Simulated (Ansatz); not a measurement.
## Two structures, one formula

The two ends of one reaction step of AlH$_{2}$BrCl$_{2}$, singlet (PBE0-D4/def2-TZVP).

A:

```csv
atom,x (Å),y (Å),z (Å)
Al1,-0.6660,-0.1127,0.0188
Br2,-0.3568,-1.9902,1.1935
Cl3,-0.8959,-0.2113,-2.0440
Cl4,-1.1292,1.6568,1.0046
H5,1.5882,0.0162,0.1170
H6,1.4598,0.6412,-0.2899
```

B:

```tsv
atom	x (Å)	y (Å)	z (Å)
Al1	-0.1153	0.6357	-0.5674
Br2	0.8858	-1.6920	0.5177
Cl3	-1.4899	-0.1991	-1.9171
Cl4	-0.8961	1.3160	1.2753
H5	0.3757	-1.2798	1.7853
H6	1.2397	1.2191	-1.0939
```

Ansatz 0.2.0; basis: def2-TZVPP; cores frozen in the correlated methods. Filled d shells of the heavier atoms are correlated. The def2 sets are not built for correlating such inner shells, so the correlated values are less sure here. B3LYP uses VWN-RPA correlation.

Question: Which structure is lower at CCSD(T), and by how much? (Judge from chemistry; the value comes from the calculation.)

Answer: The calculation gives: A, by 107.2 kJ/mol (electronic energy, against the other). By their contacts, A is a complex of AlBrCl₂ ([Cl][Al]([Cl])[Br]) + H₂ and B is AlH₂BrCl₂ ([Cl][AlH]([Cl])[BrH]).

All methods give the same order:

```
      method  E(B) − E(A) (kJ/mol)
       SPW92                  98.0
      PBE-D4                 105.1
     BLYP-D4                 105.0
   r2SCAN-D4                 113.8
      B97M-V                  98.4
     PBE0-D4                 107.9
    B3LYP-D4                 107.0
  r2SCAN0-D4                 114.2
    BHLYP-D4                 109.5
CAM-B3LYP-D4                 104.7
     wB97X-V                 106.1
     wB97M-V                 107.6
      B2PLYP                 110.2
    PBE-QIDH                 112.3
  RPA on PBE                  99.4
          HF                 111.4
         MP2                 115.3
        CCSD                 106.2
     CCSD(T)                 107.2
```

T1 diagnostic: at most 0.008.

Labels in which every atom is bracketed show which atoms are joined, not bond orders.

For scale, one of the runs: CCSD(T)/def2-TZVPP, 202 basis functions (an equivalent command: `ansatz run in.yaml --threads 4`). Hardware: 4 CPU threads, shared host. Wall time 15 s; peak host memory 2.4 GiB.
